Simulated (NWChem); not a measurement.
System: CH$_{5}$BS$_{2}$; SMILES CB(S)S

```xyz
9

B     -0.3354     0.0004    -0.0189
C     -1.9133     0.0000    -0.0048
H     -2.3390    -0.8643    -0.5272
H     -2.3427     0.9088    -0.4406
H     -2.2641    -0.0531     1.0357
S      0.4979     1.6149    -0.0081
H      1.7893     1.2211     0.0362
S      0.4983    -1.6148    -0.0087
H      1.7890    -1.2194     0.0361
```
Atoms are numbered in this order, from 1.

Geometry: optimised at B3LYP/6-31G* (spherical d).

Give the principal values of the shielding tensors (ppm) of B1, C2, S6, S8 from B3LYP/6-31G* (spherical d), GIAO (NWChem), with their diamagnetic and paramagnetic parts as GIAO splits them.


```tsv
atom	σ11	σ22	σ33	isotropic	diamagnetic	paramagnetic
B1	11.2	12.6	117.8	47.2	197.7	-150.5
C2	168.2	186.4	194.0	182.8	249.2	-66.3
S6	373.8	473.8	676.5	508.0	1057.0	-549.0
S8	374.3	476.6	677.9	509.6	1057.0	-547.4
```
